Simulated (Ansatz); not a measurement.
Computed with Ansatz on PBE0-D4/def2-TZVP structures; ΔE is electronic, products minus reactants. CCSD(T)/CBS adds triple-zeta CCSD(T) − MP2 to the extrapolated MP2 energy (def2 sets, frozen cores). Double bonds are as drawn, so ΔE can hold a change between cis and trans. DFT in def2-TZVPP.

Consider the formal exchange of groups at a B–N bond: `B/N=C\Cl` + `BSC` → `BSB` + `C/N=C/Cl`.

```json
{"level": "LDA (SPW92)", "ΔE (kJ/mol)": "92.9", "difference from CCSD(T)/CBS": "30.7"}
{"level": "BLYP-D4", "ΔE (kJ/mol)": "85.5", "difference from CCSD(T)/CBS": "23.3"}
{"level": "B97M-V", "ΔE (kJ/mol)": "73.2", "difference from CCSD(T)/CBS": "11.0"}
{"level": "r2SCAN0-D4", "ΔE (kJ/mol)": "71.4", "difference from CCSD(T)/CBS": "9.2"}
{"level": "CAM-B3LYP-D4", "ΔE (kJ/mol)": "74.1", "difference from CCSD(T)/CBS": "11.9"}
{"level": "PBE-QIDH", "ΔE (kJ/mol)": "63.1", "difference from CCSD(T)/CBS": "0.9"}
{"level": "r2SCAN", "ΔE (kJ/mol)": "78.8", "difference from CCSD(T)/CBS": "16.6"}
{"level": "PBE0", "ΔE (kJ/mol)": "72.8", "difference from CCSD(T)/CBS": "10.6"}
{"level": "r2SCAN0", "ΔE (kJ/mol)": "71.4", "difference from CCSD(T)/CBS": "9.2"}
{"level": "BHLYP", "ΔE (kJ/mol)": "66.8", "difference from CCSD(T)/CBS": "4.6"}
{"level": "CAM-B3LYP", "ΔE (kJ/mol)": "74.1", "difference from CCSD(T)/CBS": "11.9"}
{"level": "HF/def2-SVP", "ΔE (kJ/mol)": "46.2", "difference from CCSD(T)/CBS": "-16.0"}
{"level": "MP2/def2-SVP", "ΔE (kJ/mol)": "60.9", "difference from CCSD(T)/CBS": "-1.3"}
{"level": "MP2/def2-QZVPP", "ΔE (kJ/mol)": "62.1", "difference from CCSD(T)/CBS": "-0.1"}
{"level": "SCS-MP2/def2-QZVPP", "ΔE (kJ/mol)": "59.0", "difference from CCSD(T)/CBS": "-3.2"}
{"level": "MP2/CBS(def2)", "ΔE (kJ/mol)": "62.9", "difference from CCSD(T)/CBS": "0.7"}
{"level": "CCSD(T)/CBS", "ΔE (kJ/mol)": "62.2", "difference from CCSD(T)/CBS": "0"}
```

Largest T1 diagnostic among the species: 0.014.

From PBE to PBE0 (25 % exact exchange), in def2-TZVPP and without D4, ΔE moves by −10.5 kJ/mol. In def2-TZVPP, CCSD(T) changes the Hartree–Fock value by +13.2 kJ/mol (the triples alone add +2.5 kJ/mol) and MP2 by +13.9 kJ/mol.
